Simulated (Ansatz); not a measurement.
Consider the ligand exchange at the Si–O bond: `O[SiH]([SiH3])Cl` + CH₃NH₂ → `CN[SiH]([SiH3])Cl` + H₂O.

Calculated with Ansatz (gas phase, PBE0-D4/def2-TZVP geometries, no zero-point term in ΔE). CCSD(T)/CBS is the MP2 limit (def2-TZVPP, def2-QZVPP) plus CCSD(T) − MP2 in def2-TZVPP, frozen cores. This one scheme is used for every species. DFT in def2-TZVPP. B3LYP here is the variant with VWN-RPA as its local correlation; programs differ in this. HSE06 is defined as in plane-wave codes. Each species was taken in one conformer, which may not be the lowest.

**Question.** Is it downhill or uphill in electronic energy at CCSD(T)/CBS, and by how much? (An estimate is asked.)

**Answer.** The calculation gave: Uphill: ΔE = +0.31 eV.

**Question.** What do these levels give: PBE-D4, PBE0-D4, HSE06-D4, B3LYP, RPA@PBE/def2-TZVPP, MP2/def2-QZVPP? (An estimate is asked.)

**Answer.** Computed: PBE-D4 0.29, PBE0-D4 0.30, HSE06-D4 0.30, B3LYP 0.44, RPA@PBE/def2-TZVPP 0.34, MP2/def2-QZVPP 0.29 eV.

Largest T1 diagnostic among the species: 0.012.

The D4 term adds −0.11 eV with B3LYP and −0.06 eV with PBE0; it sums over pairs of atoms, weighted by their polarisabilities, and B3LYP, whose exchange is more repulsive, gets the larger term. Leaving LDA and LC-ωPBE aside and taking each functional with its dispersion term where it has one, the values, not all of them listed here, spread over 0.14 eV, from revPBE-D4 to B2PLYP. LDA lies −0.08 eV from PBE without D4. In def2-TZVPP, CCSD(T) changes the Hartree–Fock value by −0.18 eV (the triples alone add −0.03 eV) and MP2 by −0.20 eV.
